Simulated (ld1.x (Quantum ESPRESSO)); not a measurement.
**Si: excitation energies, all-electron against PAW**

* Element: silicon
* Generator: ld1.x (Quantum ESPRESSO) 7.5
* Type: PAW
* Functional: LDA (PZ)
* Relativity: scalar-relativistic
* Frozen core: [Ne]
* Valence charge: 4
* Reference configuration: 3s2 3p1.75 (charge +0.25)
* Partial waves: 3s (bound): rcut 1.15, rcutus 1.50 bohr; 3s channel at 2.05 Ry: rcut 1.15, rcutus 1.50 bohr; 3p (bound): rcut 1.35, rcutus 1.65 bohr; 3p channel at 2.6 Ry: rcut 1.35, rcutus 1.65 bohr
* Local potential: all-electron potential smoothed inside 1.40 bohr (lloc = -1)
* Core correction: Bessel-smoothed model core inside 1.45 bohr
* Augmentation charge: PSQ, inside the norm-conserving radii

Energies are relative to the spin-unpolarised reference configuration 3s2 3p1.75; without spin polarisation the order of configurations can differ from experiment. Spin-polarised rows fill each open shell by Hund’s rule, majority spin first.

```tsv
valence configuration	charge	ΔE all-electron (eV)	error AE − PS (meV)
3s2 3p2	0	-1.258	+0.1
3s2 3p1	+1	6.571	-0.9
3s2 3p0	+2	22.686	-11
3s1 3p2	+1	13.985	-2.6
3s1 3p0	+3	56.830	-68
3s1 3p3	0	5.549	-0.6
3s2 3p1.75 (spin-polarised)	+0.25	-0.505	-0.4
3s2 3p2 (spin-polarised)	0	-1.869	-0.4
```

(1) What are ΔE and the potential's error for 3s2 3p1.5?

Levels in the configuration 3s1 3p3:

```csv
level,all-electron (eV),pseudo (eV)
3s,-11.639,-11.641
3p,-4.746,-4.746
```

Results:

(1) ΔE = 1.707 eV all-electron; the error (AE − PS) is -0.1 meV.
